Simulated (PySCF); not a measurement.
**Spinor energies of Bi (bismuth, neutral)**

Start: [Xe] 4f14 5d10 6s2 6p3; 6p3/2 filled at m_j = -1/2, +1/2, +3/2. Calculated with PySCF 2.14 in x2c-TZVPall-2c with one added diffuse shell each of s, p, d, f type (12s12p10d4f, 126 functions): generalised Hartree-Fock with the X2C-1e Hamiltonian and a Gaussian nucleus; spin-orbit coupling (SO) screened by Boettger's factors. This is a chosen level, not necessarily the ground level.

| spinor shell | electrons | ε, screened SO (eV) | weight of nominal j (screened SO) | rms radius, screened SO (bohr) |
| --- | --- | --- | --- | --- |
| 1s1/2 | 2 | -91009.5 | 1.000 | 0.0178 |
| 2s1/2 | 2 | -16507.3 | 1.000 | 0.0718 |
| 2p1/2 | 2 | -15835.6 | 1.000 | 0.0606 |
| 2p3/2 | 4 | -13511.2 | 1.000 | 0.0691 |
| 3s1/2 | 2 | -4057.3 | 1.000 | 0.183 |
| 3p1/2 | 2 | -3754.8 | 1.000 | 0.175 |
| 3p3/2 | 4 | -3227.2 | 1.000 | 0.192 |
| 3d3/2 | 4 | -2737.0 | 1.000 | 0.168 |
| 4s1/2 | 2 | -970.56 | 1.000 | 0.401 |
| 4p1/2 | 2 | -837.90 | 1.000 | 0.404 |
| 4p3/2 | 4 | -706.03 | 1.000 | 0.438 |
| 4d3/2 | 4 | -490.04 | 1.000 | 0.446 |
| 4d5/2 | 6 | -464.75 | 1.000 | 0.457 |
| 4f5/2 | 6 | -181.70 | 1.000 | 0.479 |
| 5s1/2 | 2 | -181.09 | 1.000 | 0.890 |
| 4f7/2 | 8 | -176.25 | 1.000 | 0.481 |
| 5p1/2 | 2 | -132.91 | 1.000 | 0.952 |
| 5p3/2 | 4 | -107.43 | 1.000 | 1.04 |
| 5d3/2 | 4 | -37.338 | 0.998 | 1.30 |
| 5d5/2 | 6 | -33.893 | 0.999 | 1.34 |
| 6s1/2 | 2 | -18.310 | 1.000 | 2.40 |
| 6p3/2 | 3 | -8.697 | 0.456 | 3.17 |

(1) Where does 3d5/2 lie, and what is the 3d spin-orbit splitting (screened SO)?

| quantity | screened SO |
| --- | --- |
| E (hartree) | -21555.00111 |
| M_J | 3/2 |
| ⟨J²⟩ | 3.779 |
| ⟨L²⟩ | 0.813 |
| ⟨S²⟩ | 3.241 |

Each row is a mean over spinors that exchange with the open shell spreads, by up to 4.545 eV (6s1/2).

Rows whose weight is well below 1 are mixtures of j = l ± 1/2: exchange outweighs spin-orbit coupling there, and the label is only the starting occupation.

Breit and QED terms are absent; they matter most for the inner s and p1/2 levels.

Densities and radii are taken from the X2C orbitals without a picture-change correction, which distorts them close to the nucleus.

## Answers

(1) At -2625.5 eV, 111.44 eV above 3d3/2.
